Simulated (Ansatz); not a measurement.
**Nudged elastic band run: C3H6OSSi**

Input file:

```yaml
crystal:
  periodic: [false, false, false]
  atoms:
    - { symbol: C, position_ang: [-0.704891, -1.120531, 0.666082] }
    - { symbol: C, position_ang: [-0.068877, -0.144124, 0.010199] }
    - { symbol: Si, position_ang: [1.775287, -0.171875, -0.297247] }
    - { symbol: C, position_ang: [-0.814141, 1.00903, -0.679197] }
    - { symbol: O, position_ang: [-0.361208, 1.51167, -1.730696] }
    - { symbol: S, position_ang: [-2.340355, 1.616186, 0.068952] }
    - { symbol: H, position_ang: [-0.169144, -1.969107, 1.105136] }
    - { symbol: H, position_ang: [-1.793666, -1.143456, 0.791383] }
    - { symbol: H, position_ang: [2.344207, 1.112776, 0.031815] }
    - { symbol: H, position_ang: [2.039633, -0.473485, -1.68392] }
    - { symbol: H, position_ang: [2.364498, -1.192179, 0.535909] }
    - { symbol: H, position_ang: [-2.194444, 0.909994, 1.215483] }
basis:
  gaussian: { orbitals: STO-3G }
hamiltonian:
  xc: pbe0
  dispersion: d4
neb:
  order_check: false
  images: 7
  f_tol: 0.05
  max_iterations: 47
  initial_path: idpp
  final_atoms:
    - { symbol: C, position_ang: [-0.70263252, -1.4457394, 0.7125676] }
    - { symbol: C, position_ang: [-0.27471302, -0.27550129, 0.21932777] }
    - { symbol: Si, position_ang: [1.53399916, -0.01596749, -0.17062175] }
    - { symbol: C, position_ang: [-1.36861881, 0.80271119, 0.06258064] }
    - { symbol: O, position_ang: [-2.45539597, 0.71477202, 0.67113771] }
    - { symbol: S, position_ang: [-1.04298507, 2.19422194, -1.04302668] }
    - { symbol: H, position_ang: [-0.03677859, -2.2960462, 0.89678626] }
    - { symbol: H, position_ang: [-1.7614409, -1.59077055, 0.96221163] }
    - { symbol: H, position_ang: [1.99721733, 1.22768647, 0.39715038] }
    - { symbol: H, position_ang: [1.75396149, 0.01818236, -1.59865863] }
    - { symbol: H, position_ang: [2.27823129, -1.11616658, 0.39175884] }
    - { symbol: H, position_ang: [0.1560546, 1.72751654, -1.46731476] }
```

Run as:

```bash
$ ansatz run input.yaml --threads 1 --pin off --max-ram 2048MiB --backend cpu --events-out ev --progress --plain --runs-dir out
```

Output, in part (warnings, iteration lines, the closing report on the highest movable image, with atoms numbered from 0):

```
NEB end point (image 0): max|allowed force component| = 9.585e-3 eV/Å (the criterion of neb.relax_end_points is 1.000e-2)
NEB end point (image 8): max|allowed force component| = 1.266e-2 eV/Å (the criterion of neb.relax_end_points is 1.000e-2)
NEB iter   1: max|band force component| = 2.525e0 eV/Å  barrier→ = 0.7230 eV  barrier← = 0.6698 eV  Δτ_max = 0.2000 Å  (224 SCF iters)
NEB iter   2: max|band force component| = 1.406e0 eV/Å  barrier→ = 0.2347 eV  barrier← = 0.1815 eV  Δτ_max = 0.1716 Å  (231 SCF iters)
NEB iter   3: max|band force component| = 4.789e-1 eV/Å  barrier→ = 0.1219 eV  barrier← = 0.0688 eV  CI = image 4  Δτ_max = 0.1346 Å  (202 SCF iters)
NEB iter   4: max|band force component| = 2.664e-1 eV/Å  barrier→ = 0.0844 eV  barrier← = 0.0313 eV  CI = image 4  Δτ_max = 0.1136 Å  (207 SCF iters)
NEB iter   5: max|band force component| = 1.305e-1 eV/Å  barrier→ = 0.0724 eV  barrier← = 0.0192 eV  CI = image 4  Δτ_max = 0.0339 Å  (212 SCF iters)
NEB iter   6: max|band force component| = 5.139e-2 eV/Å  barrier→ = 0.0714 eV  barrier← = 0.0182 eV  CI = image 4  Δτ_max = 0.0511 Å  (199 SCF iters)
NEB iter   7: max|band force component| = 7.648e-2 eV/Å  barrier→ = 0.0710 eV  barrier← = 0.0178 eV  CI = image 4  Δτ_max = 0.0256 Å  (213 SCF iters)
NEB iter   8: max|band force component| = 4.823e-2 eV/Å  barrier→ = 0.0709 eV  barrier← = 0.0177 eV  CI = image 4  Δτ_max = 0.0207 Å  (197 SCF iters)
NEB iter   9: max|band force component| = 5.680e-2 eV/Å  barrier→ = 0.0707 eV  barrier← = 0.0176 eV  CI = image 4  Δτ_max = 0.0256 Å  (30 SCF iters)
NEB iter  10: max|band force component| = 8.279e-2 eV/Å  barrier→ = 0.0706 eV  barrier← = 0.0175 eV  CI = image 4  Δτ_max = 0.0128 Å  (199 SCF iters)
NEB iter  11: max|band force component| = 5.470e-2 eV/Å  barrier→ = 0.0706 eV  barrier← = 0.0174 eV  CI = image 4  Δτ_max = 0.0128 Å  (186 SCF iters)
NEB iter  12: max|band force component| = 2.890e-2 eV/Å  barrier→ = 0.0705 eV  barrier← = 0.0174 eV  CI = image 4  Δτ_max = 0.0000 Å  (366 SCF iters)
Total energy: -23677.59591284 eV, -870.1356005459 hartree
Atom 0 at    -0.831340    -1.456125     0.246363 Å, force    -0.001550     0.002278     0.002388 eV/Å
Atom 1 at    -0.222836    -0.323653    -0.119925 Å, force    -0.001608    -0.001338    -0.001115 eV/Å
Atom 2 at     1.587708    -0.014208     0.223139 Å, force     0.001103    -0.001491    -0.003640 eV/Å
Atom 3 at    -1.040702     0.709736    -0.920205 Å, force     0.005157     0.002922    -0.001860 eV/Å
Atom 4 at    -1.537928     0.461386    -2.035729 Å, force    -0.000780    -0.001253     0.002816 eV/Å
Atom 5 at    -1.241171     2.322586    -0.125066 Å, force    -0.001868     0.000436     0.001228 eV/Å
Atom 6 at    -0.311353    -2.250162     0.794088 Å, force    -0.000644     0.000596     0.001964 eV/Å
Atom 7 at    -1.886804    -1.650725     0.022570 Å, force     0.000786    -0.002879    -0.001952 eV/Å
Atom 8 at     1.745115     1.130407     1.089814 Å, force    -0.000950    -0.000750     0.001065 eV/Å
Atom 9 at     2.278136     0.247807    -1.017197 Å, force     0.000714     0.001324     0.000735 eV/Å
Atom 10 at     2.144124    -1.181049     0.863105 Å, force    -0.000279    -0.000028    -0.000583 eV/Å
Atom 11 at    -0.606047     1.948899     1.012942 Å, force    -0.000081     0.000184    -0.001045 eV/Å
Dipole moment:     0.288459    -0.070756     0.442102 e Å
```

The run converged. The band force fell under the threshold earlier too, but the program's further tests of the path sent the band on. A vibrational analysis at the climbing image gives no mode beyond 40i cm⁻¹: the surface is too flat there to confirm a saddle point. Limits of this set-up: minimal basis.

Final band (atoms are numbered from 1 in the order of the input):

```tsv
image	path coordinate (Å)	energy (kJ/mol)	dihedral Si3–C2–C4–S6 (°)
0	0.00	0.0	-152
1	0.91	1.8	-131
2	1.82	5.2	-108
3	2.74	6.7	-85
4	3.65	6.8	-65
5	4.56	6.3	-45
6	5.47	5.2	-24
7	6.38	5.2	-1
8	7.29	5.1	21
```

The run took 4.1 min on 1 thread of Arm Neoverse V2 (shared host), peak memory 0.12 GiB.
